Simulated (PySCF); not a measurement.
# Ionising RbH

RHF-MP2; Rb x2c-SVPall, H x2c-SVPall; spin-free X2C with a Gaussian nucleus (PySCF 2.14). Neutral (RHF): singlet (closed shell), Re = 2.344 Å, ωe = 939 cm⁻¹, De = 1.29 eV.

RbH⁺ (UHF): doublet (σ ↑), Re = 3.705 Å, ωe = 122 cm⁻¹, De = 0.02 eV to Rb⁺ + H. The energies at the minima are -2979.55574 hartree for RbH and -2979.36292 for RbH⁺.

Q: Work out the adiabatic ionisation energy, without and with harmonic zero-point energies (1 hartree = 27.2114 eV, 1 eV = 8065.5 cm⁻¹), and the change of the bond length.

A: At MP2: 0.19282 hartree = 5.247 eV between the minima; the zero-point term (122.0 − 939.0)/2 cm⁻¹ = -0.051 eV makes it 5.196 eV. Re changes by +136.1 pm against the neutral. The electron leaves a σ orbital, and the ion is left as a loose complex of an ion and an atom.

Correlated steps freeze 9 core orbitals. Weak bonds: RbH⁺. Basis-set superposition, not corrected here, can be much of De in a small basis, most of all at correlated wavefunction levels. Spin–orbit coupling is left out. For an ion De counts to the pair picked by the measured ionisation energies or electron affinities, which need not be the lowest pair at this level. Where the molecule has an RHF reference, its open-shell atoms are computed with UHF. States were picked by a PBE0 search and need not be the measured ground states.

Neutral and ion stand on different kinds of reference determinant, which adds to the error of the difference.
